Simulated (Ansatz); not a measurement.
Molecule: SbCl$_{3}$, charge 0, multiplicity 1. 
Structure (B3LYP-D3(BJ)/def2-TZVP (Ansatz, a first-principles code) minimum search):
```
Sb
Cl 1 2.3593
Cl 1 2.3593 2 97.88
Cl 1 2.3593 2 97.88 3 99.14
```

Quantity: vertical electron affinity (to the doublet state of charge -1; a negative value means that the extra electron is unbound and the number depends on the basis; each state is the SCF solution reached for its spin; the molecule has degenerate orbitals, so one determinant may break the symmetry), in eV. Valence correlation only, unless marked. Open shells are spin-unrestricted. Spin-orbit coupling is left out. Frozen are the shells of the preceding noble gas and the d and f shells that filled before the atom's block. In def2 rows, elements after Kr have scalar-relativistic effective core potentials. Anions need diffuse functions: def2-D sets add few. Basis-set limits of correlation are two-point, X^-3; Hartree-Fock from the larger set. [CCSD(T)-MP2]/basis is that difference in the basis named.

```csv
level,program,vertical electron affinity (eV)
HF/def2-TZVPPD,Ansatz,-0.12
HF/def2-QZVPPD,Ansatz,-0.12
PBE/def2-TZVPD,Ansatz,0.44
B3LYP/def2-TZVPD,Ansatz,0.48
PBE0/def2-TZVPD,Ansatz,0.49
BHLYP/def2-TZVPD,Ansatz,0.40
B2PLYP/def2-TZVPD,Ansatz,0.37
MP2/def2-SVPD,Ansatz,0.23
MP2/def2-TZVPPD,Ansatz,0.29
SCS-MP2/def2-TZVPPD,Ansatz,0.20
CCSD/def2-SVPD,Ansatz,0.23
CCSD(T)/def2-SVPD,Ansatz,0.23
CCSD(T)/def2-TZVPPD,Ansatz,0.31
"RI-MP2/CBS(def2-TZVPPD,def2-QZVPPD)+[CCSD(T)-MP2]/def2-SVPD",Ansatz,0.41
"RI-MP2/CBS(def2-TZVPPD,def2-QZVPPD)+[CCSD(T)-MP2]/def2-TZVPPD",Ansatz,0.43
```
